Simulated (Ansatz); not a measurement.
Ideal-gas functions of C$_{2}$HBF$_{2}$, SMILES `C#CB(F)F` at 600 K and 1 bar, from an Ansatz frequency run at PBE0-D4/def2-TZVP.

Molar mass 73.84 g/mol, point group C2v (symmetry number 2), electronic degeneracy 1, moments of inertia 48.225, 137.557, 185.782 u Å². Harmonic wavenumbers (cm⁻¹, unscaled): 165, 215, 446, 503, 674, 718, 745, 772, 1323, 1431, 2213, 3467.

Use S(trans) = R[1.5 ln M + 2.5 ln T − 1.1517]; rotational temperatures θ = 24.2544 K / I; S(rot) = R[ln(√π/σ · √(T³/θAθBθC)) + 1.5]; for each mode x = 1.438777 ν̃/T, S = R[x/(eˣ − 1) − ln(1 − e⁻ˣ)] and H = RT x/(eˣ − 1); 1 cm⁻¹ = 0.0119627 kJ/mol; R = 8.31446 J/(mol·K).

Q: By hand: the entropy, in J/(mol·K).

A: Translation 177.0. Rotation: θ = 0.5029, 0.1763, 0.1306 K, giving 109.8. Vibration, mode by mode: 16.08, 13.91, 8.14, 7.24, 5.17, 4.75, 4.51, 4.29, 1.51, 1.23, 0.26, 0.02, in all 67.1. Electronic 0.0. Sum 353.9 J/(mol·K).

Q: By hand: H − E and G − E in kJ/mol, counted from the electronic energy.

A: Zero-point energy ½ × 12672 × 0.0119627 = 75.8; thermal vibration 22.0; translation, rotation and pV give 4 RT = 20.0. H − E = 117.8 kJ/mol, and G − E = 117.8 − 600 × 353.9/1000 = -94.5 kJ/mol.

Vibration gives 19 % of the entropy.
